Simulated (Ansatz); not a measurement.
```yaml
crystal:
  periodic: [false, false, false]
  atoms:
    - {symbol: C, position_ang: [-1.414211, 0.683601, 1.278528]}
    - {symbol: B, position_ang: [-0.817610, 0.565150, -0.135824]}
    - {symbol: C, position_ang: [0.022638, -0.543191, -0.668031]}
    - {symbol: N, position_ang: [0.211464, -1.600870, 0.130088]}
    - {symbol: Si, position_ang: [1.701824, 0.419333, -0.806843]}
    - {symbol: H, position_ang: [-1.522934, 1.647442, 1.760341]}
    - {symbol: H, position_ang: [-0.852762, 0.070722, 2.036924]}
    - {symbol: H, position_ang: [-2.430244, 0.254291, 1.329972]}
    - {symbol: H, position_ang: [-1.130295, 1.582141, -0.928554]}
    - {symbol: H, position_ang: [-0.213069, -0.721963, -1.776838]}
    - {symbol: H, position_ang: [0.734549, -2.336544, -0.372931]}
    - {symbol: H, position_ang: [-0.701121, -2.088632, 0.463966]}
    - {symbol: H, position_ang: [1.953599, 1.117485, 0.512558]}
    - {symbol: H, position_ang: [2.759361, -0.602522, -0.970937]}
    - {symbol: H, position_ang: [1.706660, 1.365230, -1.905159]}
basis:
  gaussian: {orbitals: cc-pVTZ, point_charges: [{charge: -1.00, position_ang: [6.054, 0.233, 0.457]}]}
hamiltonian: {xc: {name: HF}}
correlation: {active_space: {window: {electrons: 3, orbitals: 2}}}
output: {forces: true}
```

```sh
$ ansatz run in.yaml --threads 4 --pin off --events-out ev --progress --plain --max-ram 10444MiB
```

(1) How does Ansatz answer? (An estimate is asked.)

Answers

(1) The calculation gave: The run stopped with an error.
```
Functional definition: HF
1652 factors; integrals over basis functions are off by at most 1.2e-3 eV
mean field evaluation 1: about -12230.4232 eV, gradient 4.1e1 eV
mean field evaluation 2: about -12230.7040 eV, gradient 4.1e1 eV
mean field evaluation 4: about -12235.4228 eV, gradient 4.8e0 eV
mean field evaluation 8: about -12235.5100 eV, gradient 3.1e-1 eV
mean field -12235.51064526 eV, -449.6467226864 hartree, gradient 5.3e-6 eV, S^2 0.000000; 0 other end points of the search recorded, 0 dependent functions left out
reference -12235.51064526 eV, -449.6467226864 hartree; 24, 24 occupied and 270, 270 virtual orbitals, 1652 factors
Error: 3 electrons in 2 orbitals form no window around the highest filled level of the reference
```
